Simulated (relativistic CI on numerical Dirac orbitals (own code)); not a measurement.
Level scheme of Ba XIII

Computed by Dirac-Coulomb-Breit CI, orbitals from a KLI potential per configuration, model QED, unscaled Slater integrals (own radial code, finite nucleus).

Configurations in the expansion (outside the closed core [Ar] 3d10): 4s²4p⁶4d⁸, 4s²4p⁵4d⁹, 4s²4p⁶4d⁷4f, 4s²4p⁶4d⁷5s, 4s4p⁶4d⁹, 4s²4p⁶4d⁷5p, 4s²4p⁵4d⁸4f, 4s²4p⁶4d⁶4f5s, 4s²4p⁶4d⁷5d, 4s²4p⁶4d⁶5s5p, 4s4p⁶4d⁸4f, 4s²4p⁶4d⁷6s, 4s²4p⁶4d⁷5f, 4s²4p⁵4d⁸5s, 4s²4p⁶4d⁷6p, 4s²4p⁶4d⁷6d, 4s²4p⁶4d⁷6f, 4s²4p⁶4d⁷7p, 4s²4p⁵4d⁸5d, 4s²4p⁶4d⁷7f, 4p⁶4d⁹4f, 4p⁶4d⁹5p, 4s²4p⁶4d⁶5s², 4s²4p⁶4d⁵4f5s², 4s²4p⁶4d⁵5s²5p, 4s²4p⁵4d⁶4f5s², 4p⁶4d¹⁰, 4p⁵4d¹⁰4f. Double excitations out of closed p, d and f shells are left out; levels of such configurations are missing from the list, as are those of other unlisted configurations, and high levels can miss mixing partners. Some configurations lack a partner that the ground configuration has and come out too high, among them 4s²4p⁵4d⁸5s, 4s²4p⁵4d⁸5d.

The lowest level is 4s²4p⁶4d⁸ ³F4, with 96 % of that term; Hund's rules for 4s²4p⁶4d⁸ give ³F with J = 4, in agreement.

```tsv
No.	Configuration	Term	J	E (eV)	%	Next component (%)	Lifetime (s)
1	4s²4p⁶4d⁸	³F	4	0.000	96	3 ¹G	
2	4s²4p⁶4d⁸	¹D	2	2.173	45	34 ³F	1.59e+02
3	4s²4p⁶4d⁸	³F	3	2.483	99	1 4s²4p⁵4d⁸4f ³F	4.95e-03
4	4s²4p⁶4d⁸	³P	2	4.444	54	44 ³F	6.63e-03
5	4s²4p⁶4d⁸	³P	0	5.450	89	10 ¹S	2.35e+00
6	4s²4p⁶4d⁸	³P	1	5.811	99	1 4s²4p⁵4d⁸4f ³P	7.74e-03
7	4s²4p⁶4d⁸	¹G	4	6.376	96	3 ³F	6.04e-03
8	4s²4p⁶4d⁸	¹D	2	7.025	53	26 ³P	2.02e-03
9	4s²4p⁶4d⁸	¹S	0	14.745	89	10 ³P	4.65e-04
10	4s²4p⁵4d⁹	¹D°	2	92.051	54	17 4s²4p⁶4d⁷4f ¹D°	4.08e-10
11	4s²4p⁵4d⁹	³D°	3	92.416	56	30 4s²4p⁶4d⁷4f ³D°	2.98e-10
12	4s²4p⁵4d⁹	³F°	4	92.686	85	15 4s²4p⁶4d⁷4f ³F°	1.32e-09
13	4d⁷(4F)5s	⁵F	5	93.276	89	10 ³G	4.43e-06
14	4d⁷(4F)5s	⁵F	4	94.473	59	28 ³F	3.84e-07
15	4s²4p⁵4d⁹	³D°	2	94.692	47	27 4s²4p⁶4d⁷4f ³D°	3.32e-10
16	4d⁷(4F)5s	⁵F	3	95.871	86	7 ³D	2.36e-06
17	4s²4p⁵4d⁹	³D°	1	96.204	38	27 ³P°	3.18e-10
18	4d⁷(4F)5s	³F	4	96.209	54	37 ⁵F	2.01e-07
19	4d⁷(4F)5s	⁵F	2	96.330	72	17 ³D	1.48e-06
20	4d⁷(4F)5s	⁵F	1	96.581	65	22 ³D	9.92e-07
21	4d⁷(4P)5s	⁵P	2	97.060	42	34 ³P	5.40e-07
22	4d⁷(4F)5s	³F	3	97.367	42	39 ⁵P	2.51e-07
23	4s²4p⁵4d⁹	³P°	1	97.628	38	17 ¹P°	3.67e-10
24	4s²4p⁵4d⁹	³P°	0	97.633	75	24 4s²4p⁶4d⁷4f ³P°	2.74e-10
25	4d⁷(4P)5s	⁵P	3	98.162	52	40 ³F	2.94e-07
26	4d⁷(4P)5s	⁵P	1	98.191	38	37 ³P	4.86e-07
27	4d⁷(4F)4f	⁵G°	6	98.270	91	5 ³H°	2.93e-04
28	4s²4p⁵4d⁹	³F°	3	98.409	53	18 4s²4p⁶4d⁷4f ³F°	2.46e-10
29	4d⁷(4F)4f	⁵G°	5	98.411	78	10 ⁵F°	7.72e-09
30	4d⁷(4F)5s	³F	2	98.614	63	18 ⁵P	1.60e-07
31	4d⁷(2G)5s	³G	5	98.629	66	19 ³H	4.19e-07
32	4d⁷(4F)4f	⁵G°	4	98.886	71	13 ⁵F°	3.42e-08
33	4d⁷(2G)5s	³G	4	99.038	41	29 ³H	2.79e-07
34	4d⁷(4P)5s	³P	2	99.575	68	10 ³D	1.54e-07
35	4d⁷(4P)5s	⁵P	1	99.580	39	30 ¹P	2.36e-07
36	4d⁷(4F)4f	⁵G°	3	99.601	74	12 ⁵F°	1.58e-08
37	4d⁷(4F)4f	⁵G°	2	100.032	78	15 ³F°	4.98e-08
38	4d⁷(2H)5s	³H	6	100.185	100		3.90e-07
39	4d⁷(2P)5s	³P	0	100.270	100		2.06e-07
40	4d⁷(4F)4f	⁵S°	2	100.434	60	20 ⁵P°	5.62e-08
41	4d⁷(2G)5s	³G	3	100.464	87	7 ³F	3.87e-07
42	4d⁷(2H)5s	³H	5	100.707	56	40 ¹H	2.58e-07
43	4d⁷(2G)5s	¹G	4	100.832	44	38 ³G	2.41e-07
44	4d⁷(4F)4f	⁵H°	7	101.111	76	14 ⁵I°	5.23e-02
45	4d⁷(4F)4f	⁵F°	5	101.226	82	9 ³G°	8.26e-09
46	4d⁷(4F)4f	⁵F°	4	101.262	62	11 ⁵D°	1.20e-09
47	4d⁷(4P)5s	³P	2	101.404	47	20 ⁵P	2.37e-07
48	4d⁷(4F)4f	⁵F°	3	101.449	50	15 ⁵D°	1.87e-09
49	4d⁷(4F)4f	⁵F°	2	101.468	32	22 ³D°	5.88e-10
50	4d⁷(2D)5s	³D	3	101.477	75	11 ³F	3.58e-07
51	4d⁷(4F)4f	⁵I°	8	101.488	84	15 ³K°	6.12e+00
52	4d⁷(4P)5s	³P	1	101.735	60	23 ³D	2.17e-07
53	4d⁷(4F)4f	⁵H°	6	102.035	64	13 ⁵I°	1.59e-03
54	4d⁷(4F)4f	⁵F°	1	102.078	72	20 ³D°	2.99e-09
55	4d⁷(2D)5s	¹D	2	102.106	36	31 ³D	2.11e-07
56	4d⁷(2D)4f	³G°	4	102.219	42	16 ¹G°	2.18e-09
57	4d⁷(4P)4f	⁵D°	2	102.231	33	31 ⁵F°	8.44e-10
58	4d⁷(4F)4f	³F°	3	102.347	35	25 ¹F°	8.66e-10
59	4d⁷(4F)4f	⁵P°	3	102.643	33	25 ⁵D°	9.71e-10
60	4d⁷(4F)4f	⁵I°	7	102.696	55	14 ³I°	2.08e-02
61	4d⁷(2P)5s	³P	1	102.789	52	21 ¹P	2.73e-07
62	4d⁷(4F)4f	⁵H°	5	102.799	65	22 ³G°	4.98e-09
63	4d⁷(4P)4f	⁵D°	1	102.807	83	6 ⁵F°	1.63e-09
64	4d⁷(2H)5s	³H	4	102.811	63	25 ¹G	2.88e-07
65	4d⁷(4P)4f	⁵D°	0	102.882	95	5 ³P°	3.47e-09
66	4d⁷(2H)5s	¹H	5	103.018	54	25 ³H	2.16e-07
67	4d⁷(4P)4f	⁵D°	2	103.040	42	16 ⁵F°	5.37e-10
68	4d⁷(4P)5s	³P	0	103.227	100		1.48e-07
69	4d⁷(4F)4f	⁵P°	3	103.232	27	25 ⁵F°	4.78e-09
70	4d⁷(4F)4f	³F°	4	103.270	49	38 ⁵D°	3.79e-09
```

Energies count from the lowest computed level; ° marks odd parity; lifetimes are radiative, by E1, M1, E2, M2, E3 decay to levels of this space only. Percentages are summed over parent terms; the parents shown are those of the largest component, closed shells are left out there.

The mean weight of the leading LS term, summed over parents, in these 70 levels is 64 %, and that of the leading jj configuration (from the same eigenvectors) 64 %.

At this charge transitions that keep the count of f electrons are usually good to a few per cent. Terms inside the open d or f shell come out 10 to 20 % too wide with unscaled integrals. Levels and lines within the n = 5 or 6 shells can be off by up to 10 % or somewhat more, and those that change n by about 2 %, since core polarisation is missing. Levels that differ in their count of f electrons can be misplaced by several ten thousand cm⁻¹, since the correlation energy of f electrons is missing or only estimated; rates across such gaps can be off by orders of magnitude.

LS names give the leading component of a level, which can be under half, so a name can repeat, a term be missing and a line seem to break the LS rules.
